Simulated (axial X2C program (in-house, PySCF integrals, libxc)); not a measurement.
## Low determinants of CrCl⁺ at the PBE0 level, without spin–orbit coupling

Calculated with an in-house relativistic program for diatomic molecules. Spin-free means the one-electron spin-free X2C Hamiltonian. Basis: Cr dyall-cv3z [9s10p6d3f2g], Cl dyall-av3z [9s8p3d2f] (cores contracted in-house); Gaussian nuclei, density fitting, unrestricted open shells. Masses: Cr 51.941 u, Cl 34.969 u.

Search at 2.114 Å (vertical energies from the lowest determinant):

| ΔE (eV) | state | electrons beyond evenly filled partner blocks | electrons in σ, π, δ, φ |
| --- | --- | --- | --- |
| 0.00 | M_S = 2, Λ = 0 | π+α, π-α, δ+α, δ-α | 20 18 2 0 |
| 0.14 | M_S = 2, Λ = 1 | σα, π+α, δ+α, δ-α | 21 17 2 0 |
| 1.04 | M_S = 2, Λ = 2 | σα, π+α, π-α, δ+α | 21 18 1 0 |
| 1.82 | M_S = 1, Λ = 1 | σβ, π+α, δ+α, δ-α | 21 17 2 0 |
| 2.32 | M_S = 1, Λ = 2 | π+α, π+β, δ+α, δ-α | 20 18 2 0 |
| 2.32 | M_S = 1, Λ = 0 | π+β, π-α, δ+α, δ-α | 20 18 2 0 |
| 2.47 | M_S = 3, Λ = 1 | σα, 2 × π+α, π+β, 2 × π-α, δ+α, δ-α | 21 17 2 0 |

Lowest determinant, M_S = 2, Λ = 0 (beyond evenly filled blocks: π+α, π-α, δ+α, δ-α): Re = 2.110 Å, ωe = 495.3 cm⁻¹.

The determinant in row 2 of the search, M_S = 2, Λ = 1 (beyond evenly filled blocks: σα, π+α, δ+α, δ-α), was followed along the bond at PBE0; measured from the minimum of the lowest determinant it gives:

Te = 0.139 eV (1125 cm⁻¹), Re = 2.106 Å, ωe = 463.7 cm⁻¹.

Question: Compare the bond of the determinant in row 2 with that of the lowest one.

Answer: At PBE0 its Re is 0.004 Å shorter and its force constant, which goes as ωe², is 0.88 times that of the lowest determinant. This determinant mixes spin states, so it has no term energy of its own.

The search compares states at one distance, so a state with another bond length can lie lower; it is not exhaustive and yields mostly the lowest determinant of each block pattern, so other components and higher states of one pattern are missing. These are energies of single determinants, not of spin-adapted states; PBE0 term energies can be off by some tenths of an eV, and the functional has no current term. The lowest determinant need not be the ground state where others lie within half an eV. Row 1 is spin-contaminated (⟨S²⟩ = 6.04 against 6.00), so its values are not those of a pure state. Row 2 is spin-contaminated (⟨S²⟩ = 6.12 against 6.00), so its values are not those of a pure state.
